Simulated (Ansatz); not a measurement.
Geometry optimisation, RKS PBE/def2-SVP in Ansatz.

Input:

```yaml
crystal:
  periodic: [false, false, false]
  atoms:
    - { symbol: Ta, position_ang: [-0.521513, 0.385339, -0.036874] }
    - { symbol: F, position_ang: [2.159184, -1.124631, -0.588106] }
    - { symbol: "N", position_ang: [-0.042192, 0.491508, 1.918993] }
    - { symbol: H, position_ang: [0.282384, -0.320984, 2.456189] }
    - { symbol: H, position_ang: [0.27006, 1.344139, 2.404516] }
    - { symbol: Cl, position_ang: [-0.44674, 0.637834, -2.429299] }
    - { symbol: O, position_ang: [-1.974682, 1.608822, 0.154853] }
    - { symbol: H, position_ang: [-2.549784, 1.662508, 0.941338] }
    - { symbol: "N", position_ang: [-0.688158, -1.572625, 0.013214] }
    - { symbol: H, position_ang: [-1.497339, -2.158347, 0.245072] }
    - { symbol: H, position_ang: [0.106005, -2.14215, -0.315347] }
    - { symbol: H, position_ang: [1.068653, 1.20431, -0.214481] }
    - { symbol: H, position_ang: [2.188324, -0.193523, -0.691467] }
basis:
  gaussian: { orbitals: def2-SVP }
hamiltonian:
  xc: pbe
relax:
  f_tol: 0.03
  max_steps: 50
```

Command:

```bash
$ ansatz run input.yaml --threads 4 --pin off --max-ram 5120MiB --backend cpu --events-out ev --progress --plain --runs-dir out
```

Task: Where does it end, and by what steps?

Result: The forces met the threshold. After 16 steps the energy has fallen by 0.280 eV; H5 moved furthest, 0.70 Å. Joined: Ta1–F2 (3.13 → 2.42 Å), Ta1–H13 (2.85 → 2.20 Å).

```csv
step,energy less start (eV),largest force component (eV/Å),accepted
0,0.0000,0.643,yes
1,-0.0650,0.738,yes
2,-0.1023,0.489,yes
3,-0.1239,0.823,yes
4,-0.1720,0.289,yes
5,-0.1850,0.547,yes
6,-0.2195,0.331,yes
7,-0.2247,0.452,yes
8,-0.2587,0.262,yes
9,-0.2681,0.205,yes
10,-0.2723,0.201,yes
11,-0.2738,0.171,yes
12,-0.2764,0.093,yes
13,-0.2778,0.039,yes
14,-0.2797,0.049,yes
15,-0.2801,0.038,yes
16,-0.2803,0.025,yes
```

```xyz
13
Properties=species:S:1:pos:R:3
Ta -0.357 0.260 -0.091
F 1.778 -0.814 -0.469
N 0.249 0.539 1.802
H -0.024 -0.112 2.549
H 0.918 1.221 2.169
Cl -0.292 0.771 -2.416
O -2.073 1.077 0.120
H -2.412 1.507 0.924
N -0.751 -1.665 0.013
H -1.698 -2.052 -0.067
H -0.034 -2.397 -0.059
H 1.227 1.267 -0.224
H 1.825 0.220 -0.392
```

Whether the end is a true minimum wasn't checked by a vibrational analysis.

The run took 45 s on 4 threads of Arm Neoverse V1, with other jobs on the host, peak memory 0.21 GiB.
